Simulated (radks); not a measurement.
The numbers below are computed, except where a source is named.
Fractional charge and spin in the 3s shell of calcium: the spin-up occupation runs from 0 to 1 and the spin-down occupation from 0 to 1; the fullest corner is Ca2+, [Ne] 3p6 3s(up 1, down 1). Code: a radial shooting solver on a logarithmic mesh with Libxc functionals. Model: scalar-relativistic Kohn-Sham, SCAN, spin-polarised, spherical densities, finite nucleus; meta-GGA in the generalised Kohn-Sham scheme; Fermi nuclear charge, rms radius of each element as measured or else 0.836 A^(1/3) + 0.57 fm. Energy (eV) above the fullest corner. The planes named below are the two flat planes that join the four corners, with an edge along up + down = one added electron.

down \ up        0     0.25      0.5    0.75       1
0          163.318  138.861  115.511  93.281  72.117
0.25       138.861  115.678   93.537  72.508  52.540
0.5        115.511   93.537   72.618  52.775  34.012
0.75        93.281   72.508   52.775  34.138  16.492
1           72.117   52.540   34.012  16.492   0.000

Corners above the fullest one (they belong to Ca3+ and the next ion): (up 1, down 0) 72.117 eV, (up 0, down 1) 72.117 eV, (up 0, down 0) 163.32 eV. With half an added electron in each spin the energy lies 0.501 eV from the planes, and with half an added electron in spin up alone -2.206 eV. The planes are only a guide here: the flat-plane condition holds for ground states with one frontier orbital, while this shell lies below other occupied shells, so the corners above the fullest one are inner-hole states and not the ground states of those ions.
